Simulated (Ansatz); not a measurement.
The cluster Cu₂O. The state is a triplet with charge 0. Geometry r2SCAN-D4/def2-TZVPD, that of the charge -1 doublet; atoms count from 1.

Cartesian coordinates in Å:
```
Cu 0.223 -0.142 -1.283
Cu -0.747 -0.461 0.973
O 0.524 0.603 0.310
```

At PBE0-D4/def2-TZVPD a singlet of charge 0 lies 1.20 eV below the triplet at the same geometry. The structure comes from a short search, and lower isomers may exist.

Estimate the Mulliken populations from the PBE0/def2-TZVPD orbitals of Ansatz.


```csv
atom,charge (e),spin (α − β),d electrons
Cu1,0.33,0.64,9.73
Cu2,0.33,0.64,9.73
O3,-0.66,0.72,–
```
Mulliken values and Mayer orders depend strongly on the basis. With diffuse functions, as here, like atoms can get unlike values, and bond orders can come out too low or too high.

Where does the spin sit?

Summed by element: Cu 1.28, O 0.72, of 2 unpaired in all. Largest on single atoms: O3 0.72, Cu1 0.64, Cu2 0.64.

And the Mayer bond orders between bonded heavy atoms (over 0.3)?

Cu1–Cu2 0.90 (2.48 Å); Cu1–O3 0.54 (1.78 Å); Cu2–O3 0.54 (1.78 Å).
